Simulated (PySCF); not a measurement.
## Ionisation energy of W⁶⁷⁺ by level of theory

W⁶⁷⁺ [He] 2s2 2p3 (4S) → W⁶⁸⁺ [He] 2s2 2p2 (3P), as a difference of total energies. All numbers are calculated (PySCF 2.14, scalar relativity by spin-free X2C-1e, in an uncontracted even-tempered set (16 s from 47 bohr⁻², ratio 2.5; 11 p from 61 bohr⁻², ratio 2.5; 5 d from 230 bohr⁻², ratio 2.7; 4 f from 340 bohr⁻², ratio 2.7)). Correlated levels: nothing frozen; virtual orbitals above 40 to 60 times the deepest correlated orbital energy dropped. The calculations carry no spin-orbit coupling.

| method | ionisation energy (eV) |
| --- | --- |
| UHF | 17146.1 |
| LDA | 17137.3 |
| PBE | 17139.8 |
| PBE0 | 17141.7 |
| r2SCAN | 17146.7 |
| MN15 | 17150.0 |
| r2SCAN0 | 17146.8 |
| MP2 (all electrons) | 17146.3 |
| SCS-MP2 (all electrons) | 17145.8 |

Spin-orbit coupling is strong in these open shells (close to jj coupling). The scalar numbers leave it out and a first-order estimate fails, so it can dominate the gap to the real levels.

The ground level that NIST lists for one species does not belong to the high-spin term computed here, so part of any gap is the choice of state.

For this ion Breit and QED terms and the two-electron picture change, all absent here, outweigh the differences among the correlated methods.

For comparison: 16588 ± 11 eV (semi-empirical (NIST evaluation); NIST Atomic Spectra Database, ionization energies).
